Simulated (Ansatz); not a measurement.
Geometry optimisation, Ansatz 0.2.0, RKS B3LYP-D4/6-31G*.

The input (input.yaml):

```yaml
crystal:
  periodic: [false, false, false]
  atoms:
    - { symbol: B, position_ang: [-0.024886, -0.280788, 0.10038] }
    - { symbol: O, position_ang: [0.026599, -0.45644, 1.469202] }
    - { symbol: H, position_ang: [-0.860501, -0.406057, 1.856881] }
    - { symbol: Cl, position_ang: [1.539034, -0.471376, -0.731045] }
    - { symbol: C, position_ang: [-1.349141, -0.029187, -0.71211] }
    - { symbol: H, position_ang: [-1.982672, -0.922888, -0.683464] }
    - { symbol: H, position_ang: [-1.937553, 0.783238, -0.279948] }
    - { symbol: H, position_ang: [-1.165145, 0.206337, -1.760326] }
    - { symbol: H, position_ang: [0.261651, 2.06454, 0.538292] }
    - { symbol: H, position_ang: [0.265315, 1.730622, 1.162037] }
basis:
  gaussian: { orbitals: "6-31G*" }
hamiltonian:
  xc: b3lyp
  dispersion: d4
relax:
  f_tol: 0.03
  max_steps: 50
```

Command:

```bash
$ ansatz run input.yaml --threads 1 --pin off --max-ram 2048MiB --backend cpu --events-out ev --progress --plain --runs-dir out
```

Where does it end, and by what steps?

The run converged. The force dipped under the threshold on the way, but the program's further checks kept it going. After 22 steps the energy has fallen by 0.272 eV; H9 moved furthest, 1.26 Å.

```json
{"step": "0", "energy less start (eV)": "0.0000", "largest force component (eV/Å)": "1.175", "accepted": "yes"}
{"step": "1", "energy less start (eV)": "-0.1556", "largest force component (eV/Å)": "0.428", "accepted": "yes"}
{"step": "2", "energy less start (eV)": "-0.2081", "largest force component (eV/Å)": "0.292", "accepted": "yes"}
{"step": "3", "energy less start (eV)": "-0.2292", "largest force component (eV/Å)": "0.273", "accepted": "yes"}
{"step": "4", "energy less start (eV)": "-0.2334", "largest force component (eV/Å)": "0.248", "accepted": "yes"}
{"step": "5", "energy less start (eV)": "-0.2351", "largest force component (eV/Å)": "0.217", "accepted": "yes"}
{"step": "6", "energy less start (eV)": "-0.2364", "largest force component (eV/Å)": "0.170", "accepted": "yes"}
{"step": "7", "energy less start (eV)": "-0.2363", "largest force component (eV/Å)": "0.316", "accepted": "no"}
{"step": "8", "energy less start (eV)": "-0.2387", "largest force component (eV/Å)": "0.105", "accepted": "yes"}
{"step": "9", "energy less start (eV)": "-0.2431", "largest force component (eV/Å)": "0.202", "accepted": "yes"}
{"step": "10", "energy less start (eV)": "-0.2341", "largest force component (eV/Å)": "0.890", "accepted": "no"}
{"step": "11", "energy less start (eV)": "-0.2478", "largest force component (eV/Å)": "0.105", "accepted": "yes"}
{"step": "12", "energy less start (eV)": "-0.2527", "largest force component (eV/Å)": "0.070", "accepted": "yes"}
{"step": "13", "energy less start (eV)": "-0.2535", "largest force component (eV/Å)": "0.255", "accepted": "yes"}
{"step": "14", "energy less start (eV)": "-0.2663", "largest force component (eV/Å)": "0.060", "accepted": "yes"}
{"step": "15", "energy less start (eV)": "-0.2655", "largest force component (eV/Å)": "0.412", "accepted": "no"}
{"step": "16", "energy less start (eV)": "-0.2681", "largest force component (eV/Å)": "0.196", "accepted": "yes"}
{"step": "17", "energy less start (eV)": "-0.2704", "largest force component (eV/Å)": "0.180", "accepted": "yes"}
{"step": "18", "energy less start (eV)": "-0.2714", "largest force component (eV/Å)": "0.078", "accepted": "yes"}
{"step": "19", "energy less start (eV)": "-0.2720", "largest force component (eV/Å)": "0.020", "accepted": "yes"}
{"step": "20", "energy less start (eV)": "-0.2722", "largest force component (eV/Å)": "0.045", "accepted": "yes"}
{"step": "21", "energy less start (eV)": "-0.2721", "largest force component (eV/Å)": "0.054", "accepted": "no"}
{"step": "22", "energy less start (eV)": "-0.2725", "largest force component (eV/Å)": "0.016", "accepted": "yes"}
```

```xyz
10
Properties=species:S:1:pos:R:3
B -0.112 -0.604 -0.002
O 0.104 -0.317 1.305
H -0.670 0.104 1.709
Cl 1.252 -1.396 -0.840
C -1.431 -0.289 -0.796
H -1.838 -1.202 -1.247
H -2.218 0.167 -0.182
H -1.216 0.393 -1.629
H 0.370 3.043 1.329
H 0.533 2.318 1.311
```

Whether the end is a true minimum wasn't checked by a vibrational analysis.

Time of the run: 83 s on 1 thread of AMD EPYC 7R43 64-Core Processor (Zen 3), on a shared host, peak memory 0.16 GiB.
